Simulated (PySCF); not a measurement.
Sb(I)3 anion (I3Sb), SMILES [I][Sb]([I])[I] (connectivity only; charge and spin as stated), charge -1, multiplicity 2. Atoms are numbered in the order given.

```xyz
4

Sb     0.0000     0.0000    -0.4353
I      0.0000     2.9797    -0.9884
I      0.0000    -2.9797    -0.9884
I      0.0000     0.0000     2.3957
```
Charge -1, spin multiplicity 2.

Geometry: B3LYP-D3(BJ)/def2-SVPD. The spin state was assumed, not searched. The isomer is the one that the SMILES or the coordinates give; other isomers of the formula were not compared. The def2 effective core potentials stand for the cores of I, Sb; spin–orbit coupling is left out.

These are PBE/def2-SVPD run with PySCF values and carry that method's errors.

Mulliken values depend strongly on the basis, most of all with diffuse functions as here. ESP charges are fitted to the potential on shells at 1.4 to 2.0 van der Waals radii. Atomic charges (e):

```tsv
atom	Mulliken	ESP fit	Mulliken spin
Sb1	0.48	0.24	0.91
I2	-0.56	-0.48	0.03
I3	-0.56	-0.48	0.03
I4	-0.36	-0.29	0.02
```
